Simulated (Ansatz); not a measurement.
Consider the ligand exchange at a Ge–C bond: `N#[C][GeH3]` + `F[SiH]1CN1` → `F[SiH]1C[N]1[GeH3]` + `C#N`.

Calculated with Ansatz (gas phase, PBE0-D4/def2-TZVP geometries, no zero-point term in ΔE). CCSD(T)/CBS adds triple-zeta CCSD(T) − MP2 to the extrapolated MP2 energy (def2 sets, frozen cores). This one scheme is used for every species. Functionals use def2-TZVPP. B3LYP here is the variant with VWN-RPA as its local correlation; programs differ in this. For Ge outer-core shells are correlated without core-valence functions, which leaves a few kJ/mol of doubt a bond. Scalar relativity is left out up to krypton.

| level | ΔE (kJ/mol) | difference from CCSD(T)/CBS |
| --- | --- | --- |
| PBE-D4 | 4.3 | 5.3 |
| r2SCAN-D4 | 2.9 | 3.9 |
| PBE0-D4 | 3.2 | 4.2 |
| ωB97X-V | 2.6 | 3.6 |
| ωB97M-V | 3.5 | 4.5 |
| B2PLYP | 1.6 | 2.6 |
| PBE | 8.8 | 9.8 |
| r2SCAN | 4.3 | 5.3 |
| PBE0 | 7.4 | 8.4 |
| B3LYP | 6.0 | 7.0 |
| MP2/def2-TZVPP | -3.5 | -2.5 |
| CCSD(T)/def2-TZVPP | -0.9 | 0.1 |
| HF/def2-QZVPP | 0.0 | 1.0 |
| HF/CBS(def2) | -0.1 | 0.9 |
| MP2/CBS(def2) | -3.6 | -2.6 |
| CCSD/CBS(def2) | -0.5 | 0.5 |
| CCSD(T)/CBS | -1.0 | 0 |

Largest T1 diagnostic among the species: 0.014.

The D4 term adds −7.2 kJ/mol with B3LYP and −4.2 kJ/mol with PBE0; it sums over pairs of atoms, weighted by their polarisabilities, and B3LYP, whose exchange is more repulsive, gets the larger term.
